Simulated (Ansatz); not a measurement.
Consider the ligand exchange at the Si–Cl bond: `C[SiH2]C[SiH2]Cl` + H–F → `C[SiH2]C[SiH2]F` + HCl.

Program: Ansatz. Geometries: PBE0-D4/def2-TZVP. ΔE: electronic, gas phase. CBS: MP2 limit from def2 TZ/QZ plus the TZ coupled-cluster correction, frozen cores. This one scheme is used for every species. DFT in def2-TZVPP. B3LYP here is the variant with VWN-RPA as its local correlation; programs differ in this. One conformer a species, not always the lowest.

`C[SiH2]C[SiH2]Cl`:

Z-matrix (Å, degrees):
```
C
Si 1 1.869
H 1 1.093 2 110.8
H 1 1.092 2 110.8 3 -120.0
H 1 1.093 2 110.8 3 120.0
C 2 1.879 1 111.3 3 -60.0
H 2 1.490 1 110.0 3 179.2
H 2 1.490 1 110.0 3 60.8
Si 6 1.854 2 114.7 1 179.8
H 6 1.096 2 108.8 1 -58.5
H 6 1.096 2 108.9 1 58.1
Cl 9 2.064 6 110.4 2 179.9
H 9 1.483 6 111.2 2 61.3
H 9 1.483 6 111.2 2 -61.5
```

H–F:

Z-matrix (Å, degrees):
```
F
H 1 0.920
```

`C[SiH2]C[SiH2]F`:

Cartesian coordinates in Å:
```
C 0.481 -0.366 -1.946
Si 0.526 0.953 -0.625
C -0.755 0.628 0.715
Si -0.399 -0.807 1.829
F -0.100 -2.114 0.943
H 1.233 -0.170 -2.713
H -0.498 -0.394 -2.432
H 0.674 -1.350 -1.515
H 0.265 2.290 -1.228
H 1.874 1.002 0.010
H -0.820 1.519 1.352
H -1.738 0.499 0.249
H 0.808 -0.549 2.654
H -1.550 -1.140 2.706
```

HCl:

Z-matrix (Å, degrees):
```
Cl
H 1 1.279
```

```
             level  ΔE (kJ/mol)  difference from CCSD(T)/CBS
            PBE-D4        -30.1                          4.2
         r2SCAN-D4        -38.1                         -3.8
           PBE0-D4        -29.5                          4.8
          B3LYP-D4        -40.5                         -6.2
           ωB97X-V        -39.2                         -4.9
           ωB97M-V        -38.3                         -4.0
            B2PLYP        -41.3                         -7.0
               PBE        -32.2                          2.1
            r2SCAN        -38.7                         -4.4
              PBE0        -31.4                          2.9
             B3LYP        -44.0                         -9.7
     HF/def2-TZVPP        -48.1                        -13.8
    MP2/def2-TZVPP        -32.6                          1.7
SCS-MP2/def2-TZVPP        -38.6                         -4.3
   CCSD/def2-TZVPP        -40.4                         -6.1
CCSD(T)/def2-TZVPP        -38.1                         -3.8
     HF/def2-QZVPP        -49.5                        -15.2
    MP2/def2-QZVPP        -30.9                          3.4
SCS-MP2/def2-QZVPP        -36.8                         -2.5
      HF/CBS(def2)        -49.7                        -15.4
     MP2/CBS(def2)        -28.8                          5.5
    CCSD/CBS(def2)        -36.5                         -2.2
       CCSD(T)/CBS        -34.3                            0
```

Largest T1 diagnostic among the species: 0.011.

In def2-TZVPP, CCSD(T) changes the Hartree–Fock value by +9.9 kJ/mol (the triples alone add +2.2 kJ/mol) and MP2 by +15.4 kJ/mol. The D4 term adds +3.5 kJ/mol with B3LYP and +1.8 kJ/mol with PBE0; it sums over pairs of atoms, weighted by their polarisabilities, and B3LYP, whose exchange is more repulsive, gets the larger term.
